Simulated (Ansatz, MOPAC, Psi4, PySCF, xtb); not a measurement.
Two geometries of PGME, SMILES C(C)(O)COC, relaxed at B3LYP-D3(BJ)/def2-SVP with one dihedral held; other torsions can differ between them too.

Structure A

```
16

C      2.6162     0.4794    -0.1114
O      1.4904    -0.2547     0.2796
C      0.3023     0.1623    -0.3474
C     -0.9137    -0.6731     0.1273
C     -0.5803    -1.6248     1.2711
O     -1.5310    -1.3496    -0.9587
H      2.5094     1.5583     0.1250
H      3.4854     0.0846     0.4348
H      2.8119     0.3923    -1.2000
H      0.1298     1.2397    -0.1418
H      0.3738     0.0589    -1.4496
H     -1.6877     0.0315     0.4719
H      0.1928    -2.3463     0.9634
H     -0.1839    -1.0834     2.1422
H     -1.4877    -2.1726     1.5651
H     -0.9452    -2.0738    -1.2213
```

Structure B

```
16

C      1.5344     0.0121     1.7217
O      1.4133    -0.3153     0.3611
C      0.2051     0.0954    -0.2303
C     -1.0169    -0.7956     0.0842
C     -0.6448    -2.2721     0.1693
O     -2.0169    -0.5705    -0.8965
H      0.7959    -0.5153     2.3573
H      2.5415    -0.2846     2.0493
H      1.4138     1.1006     1.8936
H     -0.0269     1.1522     0.0091
H      0.3729     0.0379    -1.3204
H     -1.4772    -0.4834     1.0367
H     -0.1667    -2.6048    -0.7686
H      0.0669    -2.4709     0.9833
H     -1.5512    -2.8747     0.3305
H     -1.6825    -0.9145    -1.7365
```

**Question.** Which is lower in energy at the level CCSD(T) on RHF/cc-pVDZ, frozen core // B3LYP-D3(BJ)/def2-SVP (Ansatz, a quantum-chemistry and plane-wave program), and by how much?

**Answer.** B is lower, by 8.55 kJ/mol (dihedral O2–C3–C4–O6: -120° in A, -160° in B).

E(B) − E(A) in kJ/mol at the other levels, on the same two geometries: B3LYP/def2-TZVP // B3LYP-D3(BJ)/def2-SVP (Psi4) -4.87; B3LYP-D3(BJ)/def2-TZVP // B3LYP-D3(BJ)/def2-SVP (Psi4) -7.53; PBE/def2-TZVP // B3LYP-D3(BJ)/def2-SVP (Psi4) -5.19; PBE-D3(BJ)/def2-TZVP // B3LYP-D3(BJ)/def2-SVP (Psi4) -6.80; M06-2X/def2-TZVP // B3LYP-D3(BJ)/def2-SVP (Psi4) -8.24; RHF/cc-pVDZ // B3LYP-D3(BJ)/def2-SVP (Ansatz) -6.43; MP2 on RHF/cc-pVDZ, frozen core // B3LYP-D3(BJ)/def2-SVP (Ansatz) -8.73; CCSD on RHF/cc-pVDZ, frozen core // B3LYP-D3(BJ)/def2-SVP (Ansatz) -8.18; AM1, restricted, heats of formation // B3LYP-D3(BJ)/def2-SVP (MOPAC) -4.81; PM7, restricted, heats of formation // B3LYP-D3(BJ)/def2-SVP (MOPAC) -5.92; GFN1-xTB // B3LYP-D3(BJ)/def2-SVP (xtb) -5.11; restricted B3LYP/6-31G*, spherical d, density fitting // B3LYP-D3(BJ)/def2-SVP (PySCF) -6.56; restricted LDA (SVWN5)/6-31G*, spherical d, density fitting // B3LYP-D3(BJ)/def2-SVP (PySCF) -8.95; restricted MP2 (frozen core)/3-21G // B3LYP-D3(BJ)/def2-SVP (PySCF) -9.61; restricted B3LYP/LANL2DZ // B3LYP-D3(BJ)/def2-SVP (PySCF) -5.46.
